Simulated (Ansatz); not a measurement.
`[CH3][In]([I])[I]` → I• + `[CH3][In][I]`•  (homolysis of the I–In bond)

Computed with Ansatz on PBE0-D4/def2-TZVP structures; ΔE is electronic, products minus reactants. CCSD(T)/CBS adds triple-zeta CCSD(T) − MP2 to the extrapolated MP2 energy (def2 sets, frozen cores). DFT in def2-TZVPP. B3LYP here is the variant with VWN-RPA as its local correlation; programs differ in this. HSE06 is defined as in plane-wave codes. Open shells (•) are unrestricted, without spin–orbit coupling. Spin–orbit coupling would lower the free atoms: strongly for I. Elements past krypton have def2 core potentials. Bonds to I, In are less sure, by a few kJ/mol each and by 10 to 20 or more in all where they break to atoms, as the def2 sets lack core-valence functions.

`[CH3][In]([I])[I]`:

Cartesian coordinates in Å:
```
C 0.969 -0.335 -0.579
In -0.795 0.265 0.466
I -2.278 2.345 -0.274
I -1.695 -0.989 2.631
H 1.129 -1.402 -0.433
H 0.855 -0.105 -1.637
H 1.815 0.220 -0.174
```

`[CH3][In][I]`•:

Cartesian coordinates in Å:
```
C -0.014 0.862 0.106
In -0.292 -0.931 -1.155
I 0.207 -3.295 0.114
H 1.022 0.843 0.446
H -0.228 1.765 -0.461
H -0.695 0.754 0.951
```

**Question.** What is ΔE at CCSD(T)/CBS? (Best estimate.)

**Answer.** Computed: +325.1 kJ/mol.

**Question.** What do these levels give: revPBE-D4, B3LYP-D4, r2SCANh-D4, HSE06-D4, BHLYP-D4, BLYP, r2SCANh, CAM-B3LYP, LC-ωPBE, MP2/def2-TZVPP, CCSD(T)/def2-TZVPP, HF/CBS(def2)? (Best estimate.)

**Answer.** The calculation gave: revPBE-D4 280.3, B3LYP-D4 281.8, r2SCANh-D4 295.8, HSE06-D4 301.8, BHLYP-D4 287.6, BLYP 258.6, r2SCANh 293.7, CAM-B3LYP 280.5, LC-ωPBE 295.4, MP2/def2-TZVPP 326.4, CCSD(T)/def2-TZVPP 301.0, HF/CBS(def2) 214.0 kJ/mol.

Largest T1 diagnostic among the species: 0.015.

From PBE to PBE0 (25 % exact exchange), in def2-TZVPP and without D4, ΔE moves by +5.1 kJ/mol. The D4 term adds +11.3 kJ/mol with B3LYP and +6.4 kJ/mol with PBE0; it sums over pairs of atoms, weighted by their polarisabilities, and B3LYP, whose exchange is more repulsive, gets the larger term. In def2-TZVPP, CCSD(T) changes the Hartree–Fock value by +87.3 kJ/mol (the triples alone add +10.7 kJ/mol) and MP2 by +112.7 kJ/mol; breaking electron pairs costs correlation energy, which Hartree–Fock lacks.
